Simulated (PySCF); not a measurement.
## Two-component Hartree-Fock for C (carbon, neutral)

Start: [He] 2s1 2p2 3d1; 2s1/2 filled at m_j = +1/2; 2p3/2 filled at m_j = +1/2, +3/2; 3d5/2 filled at m_j = +5/2. Calculated with PySCF 2.14 in x2c-TZVPall-2c with one added diffuse shell each of s, p, d type (6s4p3d1f, 40 functions): generalised Hartree-Fock with the X2C-1e Hamiltonian and a Gaussian nucleus; one run each with spin-orbit coupling (SO) switched off, then screened by Boettger's factors. This is a chosen level, not necessarily the ground level.

```tsv
spinor shell	electrons	ε, spin-free (eV)	ε, screened SO (eV)	weight of nominal j (screened SO)	rms radius, screened SO (bohr)
1s1/2	2	-315.96	-315.97	1.000	0.312
2s1/2	1	-29.698	-29.698	1.000	1.58
2p3/2	2	-19.100	-19.098	0.833	1.67
3d5/2	1	0.923	0.923	1.000	4.28
```

```tsv
quantity	spin-free	screened SO
E (hartree)	-37.13911	-37.13899
M_J	5	5
⟨J²⟩	30.005	30.005
⟨L²⟩	12.005	12.005
⟨S²⟩	6.000	6.000
```

At GHF the highest occupied level has a positive energy, so only the finite basis holds that electron; for this excited configuration the basis is too tight for the outer shell.

Each row is a mean over spinors that exchange with the open shell spreads, by up to 3.219 eV (1s1/2).

Rows whose weight is well below 1 are mixtures of j = l ± 1/2: exchange outweighs spin-orbit coupling there, and the label is only the starting occupation.

Without spin-orbit coupling the j labels of p, d and f shells carry no meaning; the spin-free column gives the mean over the occupied spinors of each nl shell.
